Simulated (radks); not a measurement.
Polarisability of the cobalt ion Co3+, [Ar] 3d6, at imaginary frequency. Method: non-relativistic Kohn-Sham, LDA (Slater exchange, Perdew-Wang correlation), spin-polarised, spherical densities, point nucleus; open shells are filled with parallel spins first; computed with a radial shooting solver on a logarithmic mesh with Libxc functionals. Response by self-consistent Sternheimer equations with the Hartree and adiabatic LDA kernel.

w (hartree),alpha1(iw) (bohr^3)
0.00266,1.837
0.0143,1.837
0.0360,1.836
0.0697,1.832
0.118,1.821
0.186,1.798
0.280,1.752
0.413,1.669
0.605,1.533
0.892,1.335
1.35,1.078
2.12,0.7725
3.59,0.4531
6.94,0.1895
17.5,0.04357

Static values: alpha1 = 1.837 bohr^3 (0.2723 angstrom^3; uncoupled 2.264). C6 = 4.437, triple-dipole C9 = 5.541 atomic units. One-pole (London) frequency 4 C6 / (3 alpha1^2) = 1.752 hartree, against 1.584 for minus the highest occupied eigenvalue. The dipole shielding factor is 0.889, as the force sum rule N/Z = 0.889 demands.
